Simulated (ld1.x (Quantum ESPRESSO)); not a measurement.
**What one change does to a pseudopotential (Ca, TM)**

ld1.x (Quantum ESPRESSO) 7.5 input, shortened:

```
&input
   title='Ca', zed=20., rel=1, dft='PBE', iswitch=3,
   config='[Ar] 3d0 4s2 4p0'
 /
 &inputp
   pseudotype=2, tm=.true., lloc=-2, rcloc=1.60,
   nlcc=.false.
 /
3
4S  1  0   2.00   0.00  3.55  3.55  0.0
3P  2  1   6.00   0.00  1.55  1.55  0.0
3D  3  2   0.00   0.00  1.70  1.70  0.0
 &test
   configts(1)='3p6 3d0 4s2 4p0'
 /
```

Change: wave 3p (bound): rc 1.55 bohr becomes 3p (bound): rc 1.06 bohr.

Cutoffs: the cutoffs (Ry, on a coarse ladder) from which the occupation-weighted sum of valence levels, in a spherical-Bessel basis at the reference potential, stays within 10 and 1 mRy of its value at 400 Ry; they do not see the model core or the augmentation charge, which bear on the density cutoff. Errors are all-electron minus pseudo energies relative to the spin-unpolarised reference configuration.

Predict the effect on cutoff, ghosts and configuration errors.

The potential gets harder (30 Ry and 55 Ry → 60 Ry and 100 Ry); both files keep a bound ghost (s); of the 6 tests that both files solve, the error grows in 2 and shrinks in 0 by more than 15 % and 0.3 meV (median size 3.1 → 3.9 meV). A smaller radius makes the pseudo-wave follow the all-electron one further in, where it bends more sharply, so more plane waves are needed.

| quantity | base | changed |
| --- | --- | --- |
| cutoff, loose | 30 Ry | 60 Ry |
| cutoff, tight | 55 Ry | 100 Ry |
| bound ghosts | s | s |
| tests counted (converged, no solver errors) | 6 of 7 | 6 of 7 |
| error for 3p6 3d0 4s1 4p0, meV [ΔE 6.31 eV] | -1.4 | -1.4 |
| error for 3p6 3d0 4s0 4p0, meV [ΔE 18.13 eV] | +39 | +39 |
| error for 3p6 3d0 4s1.5 4p0, meV [ΔE 2.50 eV] | -0.9 | -0.9 |
| error for 3p6 3d0 4s1 4p1, meV [ΔE 2.42 eV] | -4.8 | -6.0 |
| error for 3p6 3d0.5 4s1.5 4p0, meV [ΔE 1.05 eV] | -15 | -15 |
| error for 3p6 3d0 4s0 4p1, meV [ΔE 9.36 eV] | +0.2 | -1.9 |
| s: phases at 3.85 bohr within 0.05 rad from the reference energy up to (Ry; the scan ends near 5) | 1.7 | 1.7 |
| p: phases at 3.85 bohr within 0.05 rad from the reference energy up to (Ry; the scan ends near 5) | 2.5 | 2.5 |
| d: phases at 3.85 bohr within 0.05 rad from the reference energy up to (Ry; the scan ends near 5) | 3.1 | 3.1 |

Base: The cutoffs count occupied waves only; the empty 3d level needs 50 Ry at the loose tolerance. Tests not counted: 3p5 3d0 4s2 4p0 (solver errors, printed error -12.8 eV). ld1.x printed “convergence not achieved” for 3 of the counted tests; their residual had stalled under 1e-8, short of the target of 1e-14. Changed file: Tests not counted: 3p5 3d0 4s2 4p0 (solver errors, printed error -12.8 eV). ld1.x printed “convergence not achieved” for 2 of the counted tests; their residual had stalled under 1e-8, short of the target of 1e-14. A true bound ghost makes a file unfit for plane-wave use even where its test errors are small: the radial tests pick states by their node count and pass the ghost by. Where a test does run into it, the solver fails or the error is huge.
